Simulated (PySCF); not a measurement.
Gas-phase reaction: B(OH)₃ + B₂H₆ ⇌ B₃O₃H₃ + 6 H. Level: ωB97M-V/def2-TZVP†; standard pressure 1 bar.

Computed with PySCF and rigid-rotor harmonic-oscillator thermochemistry at 1 bar. † marks an energy on the PBE0/def2-TZVP geometry and frequencies. Open shells (unrestricted): H (multiplicity 2); the rest are closed-shell singlets. The harmonic model lacks anharmonicity and excited electronic states, which grow with temperature; levels with a mode under 35 cm⁻¹ are left out. Internal rotation in B(OH)₃ is treated as a harmonic vibration of one conformer, which makes the entropy rough.

```
T (K)  1000/T (1/K)  log10 K
-----  ------------  -------
800          1.2500   -45.14
1000         1.0000   -30.47
1200         0.8333        ?
1400         0.7143   -13.55
1600         0.6250    -8.22
1800         0.5556    -4.07
```

Question: Fit log10 K = a + b·(1000/T) to the five rows, get the mean ΔH° and ΔS°, and predict log10 K at 1200 K.

Answer: Means: 1000/T = 0.8290, log10 K = -20.290. Sums of products about the means: Sxy = -19.87254, Sxx = 0.336002, so b = Sxy/Sxx = -59.14 and a = -20.290 − (-59.14)×0.8290 = 28.74.
ΔH° = −R ln 10 × 1000 K × b = −19.145 × (-59.14) = 1132 kJ; ΔS° = R ln 10 × a = 550 J/K. The run's own values go from 1120 kJ and 535 J/K at 800 K to 1147 kJ and 560 J/K at 1800 K.
Prediction at 1200 K: 28.74 + (-59.14)×0.8333 = -20.54. The computed value is -20.62, 0.08 from the line.
For scale, ΔH°(298 K) is 1089 kJ at this level, 1086 kJ at ωB97X-V/def2-TZVP†, and runs from 662 to 1273 kJ over the 20 levels computed.
